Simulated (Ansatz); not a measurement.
`SB1OC[Te]1`, relaxed with RKS PBE0-D4/def2-TZVP in the Gaussian-basis code of Ansatz from a PBE-D4/def2-SVP geometry. The force threshold is 0.005 eV/Å; the program also tests the step.

Total charge 0; spin multiplicity 1. Te: def2 effective core potential.

Start:

```xyz
8

S    -0.245   -1.422   -2.156
B     0.193   -0.504   -0.666
O    -0.677    0.236    0.106
C     0.162    0.744    1.140
Te    2.063   -0.199    0.434
H    -1.563   -1.071   -2.108
H    -0.145    0.366    2.135
H     0.213    1.850    1.115
```

```
step  energy (eV)  largest force (eV/Å)  largest move (Å)
   1  -21933.6749                 0.678             0.000
   2  -21933.7115                 0.313             0.057
   3  -21933.7173                 0.112             0.018
   4  -21933.7178                 0.033             0.004
   5  -21933.7179                 0.008             0.003
   6  -21933.7179                 0.016             0.004
   7  -21933.7179                 0.001             0.001
```

End:

```xyz
8

S    -0.247   -1.412   -2.142
B     0.183   -0.499   -0.662
O    -0.668    0.237    0.111
C     0.175    0.741    1.140
Te    2.025   -0.187    0.438
H    -1.550   -1.076   -2.110
H    -0.136    0.368    2.114
H     0.216    1.828    1.111
```

It took 31 s on 4 threads of a server CPU on a shared host, with 0.56 GiB of host memory at the peak.
